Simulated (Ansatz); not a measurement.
```yaml
crystal:
  periodic: [false, false, false]
  atoms:
    - {symbol: C, position_ang: [-0.336817, 2.293340, 0.127723]}
    - {symbol: Ga, position_ang: [0.855575, -1.555721, -0.119621]}
    - {symbol: Cl, position_ang: [3.460106, -4.228000, 2.916004]}
    - {symbol: Cl, position_ang: [-1.798415, -5.029733, -1.570567]}
    - {symbol: H, position_ang: [-2.372524, 2.492206, -1.574711]}
    - {symbol: H, position_ang: [-0.479769, 3.354056, 1.354166]}
    - {symbol: H, position_ang: [1.253539, 2.909246, -1.758895]}
basis:
  gaussian: {orbitals: def2-TZVP}
hamiltonian: {xc: {name: B3LYP5}}
output: {forces: true}
```

```sh
$ ansatz run in.yaml --threads 4 --pin off --events-out ev --progress --plain --max-ram 10444MiB
```

It prints (some lines left out):

```
Functional definition: B3LYP5
1241 factors; their error is unknown
mean field evaluation 1: about -78476.6971 eV, gradient 4.2e1 eV
mean field evaluation 2: about -77937.8548 eV, gradient 2.0e2 eV
mean field evaluation 4: about -78242.3994 eV, gradient 1.4e2 eV
mean field evaluation 8: about -78486.5316 eV, gradient 1.1e1 eV
mean field evaluation 16: about -78487.3659 eV, gradient 3.0e0 eV
mean field evaluation 32: about -78487.4223 eV, gradient 2.5e-5 eV
mean field -78487.42233080 eV, -2884.3595699713 hartree, gradient 1.4e-8 eV, S^2 0.000000; 7 other end points of the search recorded, 0 dependent functions left out
reference -78487.42274985 eV, -2884.3595853710 hartree; 37, 37 occupied and 134, 134 virtual orbitals, 1241 factors
Total energy: -78487.42274985 eV, -2884.3595853710 hartree
Atom 0 at    -0.336817     2.293340     0.127723 Å, force    -0.422005     2.576579     0.959254 eV/Å
Atom 1 at     0.855575    -1.555721    -0.119621 Å, force    -0.115102    -0.234125     0.038509 eV/Å
Atom 2 at     3.460106    -4.228000     2.916004 Å, force    -0.150501     0.179220    -0.179366 eV/Å
Atom 3 at    -1.798415    -5.029733    -1.570567 Å, force     0.197292     0.280158     0.102088 eV/Å
Atom 4 at    -2.372524     2.492206    -1.574711 Å, force     0.904753    -0.106356     0.976559 eV/Å
Atom 5 at    -0.479769     3.354056     1.354166 Å, force     0.414797    -2.404258    -3.228481 eV/Å
Atom 6 at     1.253539     2.909246    -1.758895 Å, force    -0.829233    -0.291217     1.331438 eV/Å
Dipole moment:     0.135821     1.795557    -0.301344 e Å
```

In this input the geometry is stretched to more than twice its size. The calculation finished and met its thresholds. The result belongs to that input, not to the molecule as meant.
